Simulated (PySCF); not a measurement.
## Vibration and rotation of KSe⁺

UHF-CCSD(T) constants of KSe⁺, ³Σ⁻ (triplet), unpaired electrons π ↑↑ (basis K def2-SVP, Se def2-SVP; no relativity; PySCF 2.14; masses 38.9637 and 79.9165 u):

- ωe: 88.7 cm⁻¹
- ωexe: 0.601 cm⁻¹
- Be: 0.05064 cm⁻¹
- αe: 0.000449 cm⁻¹
- D (centrifugal): 6.6e-08 cm⁻¹
- De to K⁺ + Se: 0.402 eV

Task: Give the vibrational terms G(v) and spacings up to v = 6.

Result: G(v) = ωe(v+½) − ωexe(v+½)².

| v | G(v) (cm⁻¹) | G(v) − G(v−1) | Bv (cm⁻¹) |
| --- | --- | --- | --- |
| 0 | 44.2 |  | 0.05042 |
| 1 | 131.7 | 87.5 | 0.04997 |
| 2 | 218.0 | 86.3 | 0.04952 |
| 3 | 303.1 | 85.1 | 0.04907 |
| 4 | 387.0 | 83.9 | 0.04862 |
| 5 | 469.7 | 82.7 | 0.04817 |
| 6 | 551.2 | 81.5 | 0.04772 |

Task: How well does the Morse estimate ωe²/(4ωexe) reproduce De, and what is D0?

Result: It gives 0.406 eV, 101 % of the computed De. D0 = De − G(0) = 0.402 − 0.005 = 0.397 eV.

Correlated steps freeze 14 core orbitals. Correlated levels converge slowly with the basis: in double zeta they bind strong bonds too weakly, by up to about 1 eV, and carry superposition errors of some tenths. Spin–orbit coupling is left out. For an ion De counts to the pair picked by the measured ionisation energies or electron affinities, which need not be the lowest pair at this level. The state is the lowest determinant that a PBE0 search found; another state may lie lower at other levels.
